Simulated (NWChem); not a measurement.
System: CdH$_{2}$S$_{2}$; SMILES [SH][Cd][SH]

```xyz
5

Cd     0.0000     0.0000    -0.0196
S     -0.0305    -2.3455    -0.0282
H      0.9290    -2.4420     0.9201
S      0.0305     2.3455    -0.0282
H     -0.9290     2.4420     0.9201
```
Atoms are numbered in this order, from 1.

Results from NWChem. Structure relaxed at the PBE0/def2-SVP level. def2 effective core potentials on Cd; no spin-orbit coupling. Vertical excitations in the gas phase; the lowest state need not have the same character in each row.

```tsv
level	lowest excitation, singlet (eV)	orbital gap (eV)
PBE/def2-SVP, full TDDFT	___	___
B3LYP/def2-SVP, full TDDFT	4.34	5.37
LRC-wPBEh/def2-SVP, full TDDFT	4.90	9.38
CAM-B3LYP/def2-SVP, full TDDFT	4.75	8.11
```

Question: Fill in the missing entries.

Answer: 
- PBE/def2-SVP, full TDDFT, lowest excitation, singlet (eV): 4.06
- PBE/def2-SVP, full TDDFT, orbital gap (eV): 3.90
